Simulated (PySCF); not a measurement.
## Rotational lines of SnS

Lines J+1 ← J of the vibrational ground state, computed from RHF-CCSD(T) constants of SnS, ¹Σ⁺ (singlet), closed shell (Sn x2c-SVPall, S x2c-SVPall; spin-free X2C with a Gaussian nucleus (PySCF 2.14); masses 119.9022 and 31.9721 u), in MHz:

```tsv
J	ν (MHz)
2	23744.1
3	31658.7
4	39573.2
5	47487.5
6	55401.6
```

(1) Find B0 and the effective bond length r0; with αe = 0.000492 cm⁻¹, find Re.

Correlated steps freeze 23 core orbitals. Correlated levels converge slowly with the basis: in double zeta they bind strong bonds too weakly, by up to about 1 eV, and carry superposition errors of some tenths. These are scalar-relativistic numbers at best; spin–orbit coupling would shift them, the dissociation energy most. Where the molecule has an RHF reference, its open-shell atoms are computed with UHF. The CCSD T1 diagnostic is raised, a sign that a single reference may not be enough here.

Answers

(1) ν = 2B0(J+1) − 4D(J+1)³ gives B0 = 0.13200 cm⁻¹. With the reduced mass μred = 25.241 u, r0 = √(16.8576/(μred·B0)) (u, cm⁻¹, Å) = 2.2493 Å. Be = B0 + αe/2 = 0.13225 cm⁻¹ gives Re = 2.247 Å.
